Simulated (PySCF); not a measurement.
# Peak assignment

Numbering as in the mapped SMILES `[CH3:1][c:2]1[cH:3][cH:4][c:5]2[cH:6][cH:7][cH:8][cH:9][c:10]2[cH:11]1` (H(Xn): hydrogen on atom n).

How the numbers were obtained: geometry from PBE0-D3(BJ)/def2-SVP, shielding tensors at KT2/pcSseg-2 (GIAO), spin–spin couplings from B3LYP/pcJ-1 (without the spin–dipole term), in PySCF 2.14.0 with density-fitted response routines (relativity neglected, one averaged value for each set of equivalent atoms, a single conformation, no solvent).

Referencing at the same level of theory: ¹³C (σ = 182.28 ppm) and ¹H (σ = 31.18 ppm) against TMS.

Task: Assign these signals to the numbered atoms. ¹³C{¹H} NMR (computed): δ 135.6 (C), 132.6 (C), 130.6 (C), 126.9 (CH), 126.7 (CH), 126.5 (CH), 126.5 (CH), 126.1 (CH), 124.6 (CH), 123.8 (CH), 24.3 (CH3).

Result: 
| δ (ppm) | atoms | environment | reason |
| --- | --- | --- | --- |
| 135.6 | C2 | substituted aromatic carbon | – |
| 132.6 | C10 | ring-fusion aromatic carbon | – |
| 130.6 | C5 | ring-fusion aromatic carbon | – |
| 126.9 | C4 | aromatic CH | the aromatic region |
| 126.7 | C6 | aromatic CH | – |
| 126.5 | C11 | aromatic CH | – |
| 126.5 | C9 | aromatic CH | – |
| 126.1 | C3 | aromatic CH | – |
| 124.6 | C8 | aromatic CH | – |
| 123.8 | C7 | aromatic CH | – |
| 24.3 | C1 | methyl carbon on an aromatic ring | aliphatic region, no heteroatom directly attached |

C10 and C5; C4 and C6; C6 and C11; C11 and C9; C9 and C3; C3 and C8; C8 and C7 lie closer than the usual error of such a calculation, so a measured spectrum could show them in the other order.

Task: Assign these signals to the numbered atoms. ¹H NMR (400 MHz, computed): δ 7.72 (m, 1H), 7.68 (d, J = 9.4 Hz, 1H), 7.68 (m, 1H), 7.53 (quint, J = 1.3 Hz, 1H), 7.41 (m, 1H), 7.38 (m, 1H), 7.36 (dd, J = 9.4, 1.5 Hz, 1H), 2.57 (d, J = 1.3 Hz, 3H).

Result: 
| δ (ppm) | atoms | environment | reason |
| --- | --- | --- | --- |
| 7.72 | H(C6) | hydrogen on an aromatic CH | aromatic region |
| 7.68 | H(C4) | hydrogen on an aromatic CH | – |
| 7.68 | H(C9) | hydrogen on an aromatic CH | – |
| 7.53 | H(C11) | hydrogen on an aromatic CH | – |
| 7.41 | H(C8) | hydrogen on an aromatic CH | – |
| 7.38 | H(C7) | hydrogen on an aromatic CH | – |
| 7.36 | H(C3) | hydrogen on an aromatic CH | – |
| 2.57 | H(C1) | hydrogen on a methyl carbon on an aromatic ring | benzylic-type position, deshielded by the ring |

H(C6) and H(C4); H(C4) and H(C9); H(C8) and H(C7); H(C7) and H(C3) lie closer than the usual error of such a calculation, so a measured spectrum could show them in the other order.

Splittings below 1 Hz are ignored in the labels, and close J values are merged. Unscaled 3J(H,H) at this level run about 10 % above measured values. Shifts are as computed. Against solution values, carbons near 30 ppm lie about +3 ppm off and those near 130 ppm about -1 ppm. Of 1313 compounds with measured shifts, 239 miss one by over three times the rms of a fit or turn the order of signals round; such compounds aren't used in these exercises.
